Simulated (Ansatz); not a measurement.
Basis-set series for `CB1C[SiH2]1`. Total charge 0; spin multiplicity 1. All single points use the PBE0-D4/def2-TZVP geometry.

```xyz
11

C    -0.0202    1.5475    0.9424
B    -0.1148    0.1091    0.3763
C    -0.9014   -0.6014   -0.6911
Si    0.9321   -1.3013   -0.4281
H     0.9501    2.0082    0.7360
H    -0.8190    2.2110    0.6015
H    -0.0818    1.4845    2.0365
H    -1.4533   -0.0869   -1.4763
H    -1.3175   -1.5950   -0.5047
H     0.7723   -2.7602   -0.2295
H     2.0536   -1.0154   -1.3630
```

```csv
functional,basis,functions,energy (Eh),HOMO (eV),LUMO (eV)
PBE0-D4,def2-SVP,95,-394.28914,-6.51,-1.16
PBE0-D4,def2-TZVPP,233,-394.50293,-6.53,-1.23
ωB97M-V,def2-SVP,95,-394.44482,-8.55,0.88
ωB97M-V,def2-TZVPP,233,-394.66646,-8.60,0.75
```

**Question.** Give the rows for def2-QZVPP. (Estimate.)

**Answer.** Computed: 
```csv
functional,basis,functions,energy (Eh),HOMO (eV),LUMO (eV)
PBE0-D4,def2-QZVPP,451,-394.51882,-6.54,-1.25
ωB97M-V,def2-QZVPP,451,-394.68139,-8.61,0.67
```

Positive LUMOs are unbound and depend on the basis.
